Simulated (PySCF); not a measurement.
PySCF job for Al(H)2(NCO) (CH2AlNO), SMILES O=C=[N][AlH2], PBE0/pcJ-1. Coordinates come from a B3LYP-D3(BJ)/def2-SVP optimisation.

```python
import numpy as np
from pyscf import gto, scf, dft
from pyscf.prop.ssc import rks as ssc

mol = gto.M(
    atom='''
    Al    0.00000000   -0.00000000    1.72819431
    H     0.00000000    1.39532145    2.45869591
    H     0.00000000   -1.39532146    2.45869592
    N     0.00000000    0.00000001   -0.05487968
    C     0.00000000    0.00000000   -1.25890708
    O     0.00000000   -0.00000000   -2.43078970
    ''',
    basis='pcJ-1',
    charge=0,
    spin=0,
    max_memory=1600,
    verbose=3,
)
mf = dft.RKS(mol, xc='pbe0')
mf.grids.level = 3
mf.conv_tol = 1e-10
mf.max_cycle = 100
mf.kernel()
j = ssc.SSC(mf)
j.with_fcsd = True
j.max_cycle_cphf = 80
j.conv_tol = 1e-7
e11 = j.kernel()
```

Program output:

```
converged SCF energy = -409.800661722195
Reduced spin-spin coupling constant K (Hz)
               #0        #1        #2        #3        #4
        0 Al   0.00000
        1 H   43.01186   0.00000
        2 H   43.01229   1.66002   0.00000
        3 N   53.90566   3.71431   3.71589   0.00000
        4 C   11.89211   0.44676   0.44667  60.58627   0.00000
        5 O    1.86667   0.07741   0.07742   2.29342 -17.38927
               #5
        5 O    0.00000
Spin-spin coupling constant J (Hz)
               #0        #1        #2        #3        #4
        0 Al   0.00000
        1 H  349.95043   0.00000
        2 H  349.95392  51.79263   0.00000
        3 N   31.70296   8.37683   8.38038   0.00000
        4 C   24.33446   3.50572   3.50502  34.36532   0.00000
        5 O   -2.05969  -0.32753  -0.32756  -0.70145  18.50525
               #5
        5 O    0.00000
```

Self-consistency was reached.
